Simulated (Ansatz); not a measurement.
```yaml
crystal:
  periodic: [false, false, false]
  atoms:
    - {symbol: In, position_ang: [1.570655, 0.716909, -1.245226]}
    - {symbol: In, position_ang: [-1.836143, 1.051915, -0.606985]}
    - {symbol: In, position_ang: [0.164449, 1.060669, 1.921918]}
    - {symbol: In, position_ang: [-0.546467, -2.007977, 0.438361]}
    - {symbol: P, position_ang: [0.256181, 2.535032, -0.211754]}
    - {symbol: P, position_ang: [-1.984668, -0.350580, 1.571309]}
    - {symbol: Cl, position_ang: [-0.168738, -4.286171, 0.145930]}
    - {symbol: Cl, position_ang: [-3.592243, 1.482965, -2.105203]}
    - {symbol: Cl, position_ang: [1.217878, 1.505321, 3.972993]}
    - {symbol: Cl, position_ang: [3.361837, 0.255044, -2.658382]}
    - {symbol: Cl, position_ang: [1.896718, -0.976120, 0.803289]}
    - {symbol: Cl, position_ang: [-0.339480, -0.987007, -2.026259]}
basis:
  gaussian: {orbitals: def2-TZVP}
magnetization: {spin_polarized: true, initial_magnetization: 2}
hamiltonian: {xc: pbe0, dispersion: d4}
scf: {omitted_lower_state_checks: [starts]}
output: {orbitals: {seedname: orbitals}}
```

```sh
$ ansatz run in.yaml --threads 4 --pin off --events-out ev --progress --plain --max-ram 6963MiB
```

(1) Does this run fit into the memory that it is given?

Answers

(1) No. It has 496 basis functions, and Ansatz plans for 11 GiB where 7 GiB are given.
